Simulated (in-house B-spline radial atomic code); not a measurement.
Values are calculated unless marked as measured or tabulated.
Weak and strong correlation along the adiabatic connection

Two-electron singlets in several external potentials (atomic units), by full CI in B-splines with partial waves to l = 8 (correlation energies up to 0.6 % small). The repulsion is scaled by λ at fixed density; W(λ) is the mean repulsion less the Hartree energy, W(0) = E_x, and the area under W from 0 to 1 is E_xc.

One system gave this curve:

```json
{"λ": "0", "W (hartree)": "-1.8463"}
{"λ": "0.02", "W (hartree)": "-1.8482"}
{"λ": "0.05", "W (hartree)": "-1.851"}
{"λ": "0.12", "W (hartree)": "-1.8574"}
{"λ": "0.25", "W (hartree)": "-1.869"}
{"λ": "0.4", "W (hartree)": "-1.8819"}
{"λ": "0.6", "W (hartree)": "-1.8985"}
{"λ": "0.8", "W (hartree)": "-1.9142"}
{"λ": "1", "W (hartree)": "-1.9293"}
{"λ": "1.4", "W (hartree)": "-1.9575"}
{"λ": "2", "W (hartree)": "-1.9955"}
{"λ": "3", "W (hartree)": "-2.0495"}
{"λ": "4.5", "W (hartree)": "-2.1139"}
{"λ": "7", "W (hartree)": "-2.1918"}
{"λ": "10", "W (hartree)": "-2.2559"}
```

(1) Which system is it?
A. −Z/r, Z = 2.05, wall at 2.35 bohr
B. ω²r²/2, ω = 0.697
C. −Z/r, Z = 3.19, wall at 1.71 bohr
D. −Z exp(−kr)/r, Z = 8.77, k = 3.31

Answers

(1) C. The exchange energy sets the size: −Z/r, Z = 3.19, wall at 1.71 bohr: E_x = -1.85, E_c = -0.0431; −Z exp(−kr)/r, Z = 8.77, k = 3.31: E_x = -4.7, E_c = -0.0464; −Z/r, Z = 2.05, wall at 2.35 bohr: E_x = -1.18, E_c = -0.0412; ω²r²/2, ω = 0.697: E_x = -0.616, E_c = -0.0399 hartree.
